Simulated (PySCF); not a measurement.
Compound: C₇H₈FN.
Bonds: C1–C2, C2–C3 (aromatic), C3–C4 (aromatic), C4–N5, C4–C6 (aromatic), C6–C7 (aromatic), C7–F8, C7–C9 (aromatic), C2–C9 (aromatic). Hydrogens: H10, H11, H12 on C1; H13 on C3; H14, H15 on N5; H16 on C6; H17 on C9.

Definitions: NICS(0) = −σiso at the ring centroid; NICS(1) = −σiso and NICS(1)zz = −σzz at ±1 Å along the ring normal z. Level: GIAO PBE0/pcSseg-1 (PySCF, non-relativistic, gas phase) on the GFN2-xTB geometry, one conformer.

Ring bond lengths (Å), with Mayer bond orders in brackets: C2–C3 1.384 (1.45), C3–C4 1.396 (1.33), C4–C6 1.394 (1.31), C6–C7 1.379 (1.46), C7–C9 1.380 (1.44), C9–C2 1.391 (1.36).

Question: What do the NICS probes read (ppm)?

Answer: 
```json
{"ring": "C2–C3–C4–C6–C7–C9", "type": "6-membered carbocycle; formal bonds all aromatic", "NICS(0)": "-9.5", "NICS(1), two faces": "-9.9 / -9.7", "NICS(1)zz, two faces": "-22.4 / -22.3", "rms pucker (Å)": "0.00", "centre to ring atoms, mean (Å)": "1.39"}
```

Question: What can be read from them?

Answer: 
- C2–C3–C4–C6–C7–C9: mean NICS(1)zz -22.4 ppm, shielded, aromatic by this magnetic criterion (flat ring, no four-coordinate atom).

Question: How equal are the bonds by HOMA? HOMA takes Krygowski's 1993 parameters.

Answer: 
- C2–C3–C4–C6–C7–C9: HOMA 0.99 = 1 − EN − GEO, with mean bond length 1.388 Å, EN = α(Ropt − mean)² = 0.000 and GEO = α × variance = 0.012. The geometric and the magnetic index point the same way.

Question: At the second NICS(1) probe listed for ring C2–C3–C4–C6–C7–C9, 1 Å off the ring, how large is the induced field along the normal in 9.4 T applied along it?

Answer: NICSzz × B0 = -22.3 ppm × 9.4 T = -210 μT, against the applied field.

Question: What are the shieldings of the ring atoms and their hydrogens in the same run (means over atoms taken as equivalent)?

Answer: 
| atoms | environment | σ isotropic (ppm) |
| --- | --- | --- |
| C2 | substituted aromatic carbon | 40.0 |
| C3 | aromatic CH carbon | 74.5 |
| C4 | aromatic carbon bearing nitrogen | 33.3 |
| C6 | aromatic CH carbon | 85.9 |
| C7 | aromatic C–F carbon | 12.2 |
| C9 | aromatic CH carbon | 77.7 |
| H13 | aromatic hydrogen | 25.48 |
| H16 | aromatic hydrogen | 25.51 |
| H17 | aromatic hydrogen | 25.31 |

The run took 28 s of wall time on one thread of an Arm Neoverse V2 (shared host), and the process peaked at 0.85 GiB of memory. This is the whole shielding run at PBE0/pcSseg-1, SCF included.

Conformer computed: `[CH3:1][c:2]1[cH:3][c:4]([NH2:5])[cH:6][c:7]([F:8])[cH:9]1`: H–N5–C4–C3 -21°, H–N5–C4–C3 -163°.
